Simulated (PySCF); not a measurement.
C3H6BNO.

```xyz
12

C      0.7009    -2.1954     0.0000
B     -0.0379    -0.8217     0.0000
C     -1.5862    -0.6015     0.0000
O      0.8044     0.3128     0.0000
C      0.3733     1.5276     0.0000
N      0.0283     2.6371     0.0000
H      0.3850    -2.7868     0.8783
H      1.7972    -2.1145     0.0000
H      0.3850    -2.7868    -0.8783
H     -1.8908    -0.0045    -0.8787
H     -2.1580    -1.5400     0.0000
H     -1.8908    -0.0045     0.8787
```
Charge 0, spin multiplicity 1.

The structure is a stationary point at B3LYP-D3(BJ)/def2-SVP. The structure was generated by enumeration, and PubChem lists no compound with its InChIKey, so it may never have been made. One conformer was computed; it need not be the lowest.

All values below come from PySCF with KT2/pcSseg-1. Non-relativistic, no solvent.

Computed absolute GIAO shielding of each atom: isotropic value and principal components (ppm):
```csv
atom,σ(iso),σ11,σ22,σ33,span
C1,175.6,156.4,176.6,193.7,37.4
B2,41.4,-30.0,65.3,88.9,118.9
C3,177.6,164.5,179.5,188.7,24.3
O4,149.0,79.4,153.6,214.1,134.8
C5,77.7,-28.1,-24.9,286.2,314.3
N6,75.9,-51.2,-18.3,297.1,348.3
H7,30.3,27.0,28.4,35.6,8.6
H8,30.6,26.5,28.9,36.5,10.0
H9,30.3,27.0,28.4,35.6,8.6
H10,30.4,26.2,29.2,35.8,9.6
H11,30.4,26.5,29.1,35.6,9.1
H12,30.4,26.2,29.2,35.8,9.6
```
